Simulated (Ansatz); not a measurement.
System: C$_{3}$H$_{3}$F$_{4}$, charge 0, multiplicity 2. It need not be the lowest isomer of its formula. 
Coordinates optimised at B3LYP-D3(BJ)/def2-TZVP (Ansatz, a program for electronic structure):
```xyz
10

F      2.5970    -0.6610     0.9153
C      1.5671     0.0745     0.4582
C      0.4215    -0.7184    -0.0487
C     -0.8179     0.1245    -0.2545
F     -1.8181    -0.6127    -0.7743
F     -1.2680     0.6589     0.8948
F     -0.5889     1.1467    -1.1075
H      1.8590     1.0404     0.0686
H      0.6466    -1.1980    -1.0115
H      0.1727    -1.5132     0.6578
```
Charge 0, spin multiplicity 2.

Wanted: atomisation energy (electronic, to ground-state atoms), in eV. Valence correlation only, unless marked. UHF or UKS for open shells. Spin-orbit coupling is left out. No relativistic terms. The coupled-cluster limit lacks core correlation, which all-electron functionals hold. CBS marks a two-point X^-3 extrapolation of the correlation energy; Hartree-Fock from the larger set.

```csv
level,program,atomisation energy (eV),minus last row
revPBE/def2-TZVPD,Ansatz,40.96,-0.29
r2SCAN-D3(BJ)/def2-TZVPD,Ansatz + dftd3,41.81,0.56
PBE0/def2-SVP,Ansatz,42.50,1.25
r2SCANh/def2-TZVPD,Ansatz,41.29,0.04
r2SCAN0-D4/def2-TZVPD,Ansatz + dftd4,40.67,-0.58
wB97X-V/def2-TZVPD,Ansatz,41.48,0.23
MP2/cc-pVDZ,Ansatz,39.14,-2.11
"MP2/CBS(cc-pVTZ,cc-pVQZ)",Ansatz,42.77,1.52
CCSD/6-31G*,Ansatz,38.01,-3.24
"CCSD(T)/CBS(cc-pVTZ,cc-pVQZ)",Ansatz,41.25,0.00
```
